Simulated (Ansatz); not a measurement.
Basis sets compared for Cu₂Sn₂⁺. Total charge 1; doublet. Geometry PBE-D4/def2-SVP. Ansatz on 4 threads of Arm Neoverse V1 on a shared host; times are rough, and most runs start from earlier orbitals.

Cartesian coordinates in Å:
```
Cu -0.236 0.149 -1.521
Cu 1.275 -0.842 0.239
Sn 0.274 1.545 0.636
Sn -1.313 -0.852 0.646
```

In the def2 sets Sn takes a core potential; there is no spin–orbit coupling. The structure comes from a short search, and lower isomers may exist.

| level | functions | energy (Eh) | HOMO (eV) | LUMO (eV) | wall time |
| --- | --- | --- | --- | --- | --- |
| PBE-D4/def2-SVP | 114 | -3708.5414 | -9.44 | -8.75 | 3 s |
| PBE0-D4/def2-SVP | 114 | -3708.5464 | -10.33 | -8.01 | 4.6 s |

Problem. Estimate the rows for PBE-D4/def2-TZVP, PBE0-D4/def2-TZVP.

Solution. 
| level | functions | energy (Eh) | HOMO (eV) | LUMO (eV) | wall time |
| --- | --- | --- | --- | --- | --- |
| PBE-D4/def2-TZVP | 190 | -3709.0547 | -9.58 | -8.84 | 5.5 s |
| PBE0-D4/def2-TZVP | 190 | -3709.0405 | -10.44 | -8.06 | 9 s |
